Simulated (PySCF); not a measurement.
CH10O2Si3 (SMILES CO[Si](O)([SiH3])[SiH3]), singlet, geometry from GFN2-xTB, atoms displaced at random by about 0.03 Å a coordinate. Base run: PySCF with TPSS/STO-3G, gradient.

Input for PySCF:
```python
from pyscf import gto, scf, dft

mol = gto.Mole()
mol.atom = '''
    C    -0.51114276    2.33483618    0.60614267
    O     0.15142392    1.53920798   -0.29350228
    Si    0.31753764   -0.12162272   -0.23647302
    O     1.17241922   -0.33065415   -1.56838724
    Si    1.47338586   -0.79683480    1.56522753
    Si   -1.91121952   -0.95679110   -0.67613142
    H    -0.33878655    3.38951675    0.31874221
    H    -1.60370447    2.11038731    0.61676293
    H    -0.13286256    2.18343444    1.62161232
    H     1.41642433    0.39121289   -2.19463222
    H     1.63773207   -2.24546023    1.57116517
    H     0.71538339   -0.49203726    2.81300664
    H     2.64996136   -0.16991687    1.66069897
    H    -1.89169744   -2.42537603   -0.85530954
    H    -2.57318120   -0.42850495   -1.94947244
    H    -2.85122056   -0.62404296    0.39236368
'''
mol.basis = 'sto-3g'
mol.verbose = 4
mol.build()

mf = dft.RKS(mol)
mf.xc = 'tpss'
mf.kernel()
g = mf.nuc_grad_method()
grad = g.kernel()
```

The coordinate followed is z of atom 14.

Variants of this job, named by their change:

```json
[
 {"change": "base", "dE/dx (Eh/bohr)": "-0.004847", "net force (Eh/bohr)": "0.000094"},
 {"change": "finite difference step (bohr) = 0.05; conv_tol = 1e-11", "dE/dx (Eh/bohr)": "-0.004856", "net force (Eh/bohr)": "-"},
 {"change": "conv_tol = 1e-4", "dE/dx (Eh/bohr)": "-0.004858", "net force (Eh/bohr)": "0.000094"},
 {"change": "grids.level = 1; grid_response = on", "dE/dx (Eh/bohr)": "-0.004856", "net force (Eh/bohr)": "0.000000"},
 {"change": "density fitting = on; auxbasis_response = off", "dE/dx (Eh/bohr)": "-0.004832", "net force (Eh/bohr)": "0.004380"},
 {"change": "conv_tol = 1e-11", "dE/dx (Eh/bohr)": "-0.004847", "net force (Eh/bohr)": "0.000094"},
 {"change": "grids.level = 0; grid_response = on", "dE/dx (Eh/bohr)": "-0.004962", "net force (Eh/bohr)": "0.000000"},
 {"change": "grid_response = on", "dE/dx (Eh/bohr)": "-0.004848", "net force (Eh/bohr)": "0.000000"},
 {"change": "finite difference step (bohr) = 0.01; conv_tol = 1e-11", "dE/dx (Eh/bohr)": "-0.004848", "net force (Eh/bohr)": "-"},
 {"change": "grids.level = 0; grid_response = off", "dE/dx (Eh/bohr)": "-0.004636", "net force (Eh/bohr)": "0.036419"},
 {"change": "finite difference step (bohr) = 1e-3; conv_tol = 1e-11", "dE/dx (Eh/bohr)": "-0.004848", "net force (Eh/bohr)": "-"},
 {"change": "grids.level = 5; grid_response = on", "dE/dx (Eh/bohr)": "-0.004847", "net force (Eh/bohr)": "0.000000"}
]
```

The net force is zero for an exact gradient.
